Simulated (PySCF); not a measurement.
fluoro(fluorosilylsulfanyl)silane (F2H4SSi2), SMILES F[SiH2]S[SiH2]F. Atoms are numbered in the order given.

```xyz
9

Si    -1.6193    -0.1827    -0.0254
F     -2.0906     0.5611     1.3428
S      0.0596     0.8288    -0.8913
Si     1.6080    -0.0643     0.2902
F      2.0073    -1.5256    -0.3036
H     -1.2565    -1.5717     0.3347
H     -2.7223    -0.1001    -1.0047
H      1.1456    -0.2700     1.6811
H      2.7873     0.8197     0.1893
```

Coordinates come from a TPSSh-D3(BJ)/def2-SVP optimisation. One conformer was computed; it need not be the lowest.

All values below come from HF/def2-TZVP (PySCF).

ESP charges are fitted to the potential on shells at 1.4 to 2.0 van der Waals radii. Atomic charges (e):

```csv
atom,IAO,ESP fit
Si1,1.19,0.51
F2,-0.59,-0.29
S3,-0.49,-0.28
Si4,1.19,0.53
F5,-0.59,-0.29
H6,-0.18,-0.05
H7,-0.17,-0.03
H8,-0.18,-0.06
H9,-0.17,-0.04
```

Computed Mayer and Wiberg (Löwdin basis) orders of the bonds:
| bond | Mayer | Wiberg |
|---|---|---|
| Si1–F2 | 0.95 | 1.62 |
| Si1–S3 | 1.09 | 1.51 |
| S3–Si4 | 1.09 | 1.51 |
| Si4–F5 | 0.95 | 1.62 |
| Si1–H6 | 0.96 | 0.95 |
| Si1–H7 | 0.97 | 0.96 |
| Si4–H8 | 0.96 | 0.95 |
| Si4–H9 | 0.97 | 0.96 |
